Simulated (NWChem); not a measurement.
Species: C2H4FNSi; SMILES C1=N[C@@H](F)[SiH2]1

```xyz
9

F      0.4869    -1.8614    -0.2296
C      0.0347    -0.7735     0.4463
N     -1.2816    -0.3323    -0.0266
C     -1.1299     0.9322    -0.2158
Si     0.7397     0.9778     0.0252
H     -0.0417    -1.0361     1.5169
H     -1.9820     1.5693    -0.4910
H      1.3953     1.8582     1.0427
H      1.5119     1.0370    -1.2496
```
Atoms are numbered in this order, from 1.

Structure relaxed at the PBE0/def2-SVP level. B3LYP is NWChem's, with the RPA form of VWN correlation.

Problem. Give the principal values of the shielding tensors (ppm) of F1, C2, N3, C4, Si5 from B3LYP/6-31G* (spherical d), GIAO (NWChem), with their diamagnetic and paramagnetic parts as GIAO splits them.

Solution. 
| atom | σ11 | σ22 | σ33 | isotropic | diamagnetic | paramagnetic |
|---|---|---|---|---|---|---|
| F1 | 281.1 | 364.1 | 431.5 | 358.9 | 472.0 | -113.1 |
| C2 | 72.6 | 87.1 | 123.5 | 94.4 | 243.9 | -149.5 |
| N3 | -658.1 | -146.9 | 155.6 | -216.5 | 325.4 | -541.8 |
| C4 | -98.8 | -1.0 | 143.1 | 14.4 | 253.6 | -239.2 |
| Si5 | 307.2 | 392.3 | 513.0 | 404.2 | 882.0 | -477.9 |
